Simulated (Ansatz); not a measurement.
A structure relaxed at PBE0-D4/def2-TZVP, charge 0, multiplicity 1:

```xyz
29

C    -1.423   -2.591    1.838
C    -1.527   -1.775    0.595
C    -0.691   -1.859   -0.538
C    -1.164   -0.951   -1.519
C    -2.306   -0.308   -0.996
C    -2.514   -0.801    0.310
Hf   -0.325    0.442    0.332
C     2.030   -0.215    0.650
C     1.855    0.931    1.456
C     1.614    2.025    0.598
C     1.672    1.576   -0.744
C     1.541    2.421   -1.965
C     1.922    0.189   -0.705
H    -2.007   -3.512    1.739
H    -0.390   -2.878    2.043
H    -1.797   -2.041    2.701
H     0.160   -2.517   -0.641
H    -0.739   -0.796   -2.500
H    -2.897    0.444   -1.493
H    -3.288   -0.483    0.994
H    -1.093    2.009   -0.323
H    -0.704    0.431    2.157
H     2.230   -1.216    1.002
H     1.874    0.960    2.533
H     1.407    3.040    0.904
H     0.875    3.266   -1.789
H     1.144    1.849   -2.806
H     2.518    2.813   -2.264
H     2.028   -0.453   -1.568
```

Problem. Give its formula and SMILES.

Solution. C12H16Hf, `C[C@@]12[C@H]3[C@H]4[C@H]5[C@@H]1[HfH2]45321678[C@@H]2[C@H]1[C@H]6[C@@]7(C)[C@@H]28`.

Problem. Point group (tolerance 0.08 Å, 0.16 Å for H)?

Solution. C2.

Problem. Summarise the bond lengths by kind.

Solution. 12 × C–C 1.411 to 1.491 Å; 14 × C–H 1.078 to 1.095 Å; 10 × C–Hf 2.465 to 2.536 Å; 2 × H–Hf 1.864 Å.

Results of the Gaussian-basis code of Ansatz.
